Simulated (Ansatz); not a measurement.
Program: Ansatz. Geometries: PBE0-D4/def2-TZVP. ΔE: electronic, gas phase. CCSD(T)/CBS adds triple-zeta CCSD(T) − MP2 to the extrapolated MP2 energy (def2 sets, frozen cores). This one scheme is used for every species, atoms too. Functionals use def2-TZVPP. B3LYP here is the variant with VWN-RPA as its local correlation; programs differ in this. HSE06 is defined as in plane-wave codes. Open shells (•) are unrestricted, without spin–orbit coupling.

Reaction (homolysis of the H–Si bond): `C[SiH](F)F` → H• + `C[Si](F)F`•

| level | ΔE (eV) | difference from CCSD(T)/CBS |
| --- | --- | --- |
| LDA (SPW92) | 4.52 | 0.06 |
| PBE-D4 | 4.11 | -0.35 |
| revPBE-D4 | 4.08 | -0.38 |
| BLYP-D4 | 4.21 | -0.25 |
| r2SCAN-D4 | 4.20 | -0.26 |
| B97M-V | 4.39 | -0.07 |
| PBE0-D4 | 4.19 | -0.27 |
| B3LYP-D4 | 4.33 | -0.13 |
| r2SCANh-D4 | 4.22 | -0.24 |
| r2SCAN0-D4 | 4.25 | -0.21 |
| HSE06-D4 | 4.19 | -0.27 |
| BHLYP-D4 | 4.39 | -0.07 |
| CAM-B3LYP-D4 | 4.37 | -0.09 |
| ωB97X-V | 4.41 | -0.05 |
| ωB97M-V | 4.45 | -0.01 |
| B2PLYP | 4.34 | -0.12 |
| PBE | 4.10 | -0.36 |
| revPBE | 4.03 | -0.43 |
| r2SCAN | 4.20 | -0.26 |
| PBE0 | 4.18 | -0.28 |
| r2SCANh | 4.22 | -0.24 |
| r2SCAN0 | 4.24 | -0.22 |
| HSE06 | 4.18 | -0.28 |
| BHLYP | 4.38 | -0.08 |
| CAM-B3LYP | 4.36 | -0.10 |
| LC-ωPBE | 4.21 | -0.25 |
| HF/def2-SVP | 3.61 | -0.85 |
| MP2/def2-SVP | 4.18 | -0.28 |
| CCSD/def2-SVP | 4.31 | -0.15 |
| HF/def2-TZVPP | 3.57 | -0.89 |
| MP2/def2-TZVPP | 4.28 | -0.18 |
| SCS-MP2/def2-TZVPP | 4.42 | -0.04 |
| CCSD/def2-TZVPP | 4.41 | -0.05 |
| CCSD(T)/def2-TZVPP | 4.40 | -0.06 |
| HF/def2-QZVPP | 3.56 | -0.90 |
| MP2/def2-QZVPP | 4.31 | -0.15 |
| SCS-MP2/def2-QZVPP | 4.46 | 0.00 |
| HF/CBS(def2) | 3.56 | -0.90 |
| MP2/CBS(def2) | 4.34 | -0.12 |
| CCSD/CBS(def2) | 4.47 | 0.01 |
| CCSD(T)/CBS | 4.46 | 0 |

Largest T1 diagnostic among the species: 0.013.

Leaving LDA and LC-ωPBE aside and taking each functional with its dispersion term where it has one, the values spread over 0.38 eV, from revPBE-D4 to ωB97M-V. LDA lies +0.42 eV from PBE without D4, its usual overbinding. In def2-TZVPP, CCSD(T) changes the Hartree–Fock value by +0.84 eV (the triples alone add −0.00 eV) and MP2 by +0.72 eV; breaking electron pairs costs correlation energy, which Hartree–Fock lacks. From BLYP to BHLYP (50 % exact exchange), in def2-TZVPP and without D4, ΔE moves by +0.20 eV.
